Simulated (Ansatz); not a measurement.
FH5SSi2, SMILES `F[SiH2][SiH2]S`, 9 atoms. The species carries charge 0 and has multiplicity 1. All runs use 2 threads of an Arm Neoverse V1 on a shared host. Correlated methods freeze the cores.

(1) How many basis functions does each run have, and how long does it take in Ansatz? RKS PBE0-D4/def2-QZVPP energy; RKS LC-ωPBE/def2-TZVPP energy; RKS PBE0-D4/def2-TZVP frequencies; RHF-CCSD(T)/def2-SVP energy; RKS PBE0-D4/def2-SVP energy; RKS ωB97M-V/def2-SVP energy; RKS BHLYP-D4/def2-TZVPP energy; direct RPA on PBE orbitals/def2-TZVPP energy; RKS PBE0-D4/def2-TZVPP energy; RKS ωB97M-V/def2-QZVPP energy; RHF-CCSD(T)/def2-TZVPP energy; RKS r2SCANh-D4/def2-TZVPP energy. (Best estimate.)

Results:

(1) Computed: Other jobs shared the machine, so times are rough.

```tsv
level	job	functions	wall time	peak host memory (GiB)
RKS PBE0-D4/def2-SVP	energy	93	1.6 s	0.42
RHF-CCSD(T)/def2-SVP	energy	93	3.4 s	0.42
RKS LC-ωPBE/def2-TZVPP	energy	227	3.9 s	0.42
RKS PBE0-D4/def2-TZVPP	energy	227	4.7 s	0.55
RKS BHLYP-D4/def2-TZVPP	energy	227	4.9 s	0.57
direct RPA on PBE orbitals/def2-TZVPP	energy	227	7 s	0.44
RKS r2SCANh-D4/def2-TZVPP	energy	227	8 s	0.57
RKS ωB97M-V/def2-SVP	energy	93	8 s	0.42
RKS PBE0-D4/def2-QZVPP	energy	417	14 s	1.3
RKS ωB97M-V/def2-QZVPP	energy	417	30 s	1.6
RHF-CCSD(T)/def2-TZVPP	energy	227	120 s	3.4
RKS PBE0-D4/def2-TZVP	frequencies	172	2.8 min	0.42
```

LC-ωPBE has ω = 0.4 bohr⁻¹.
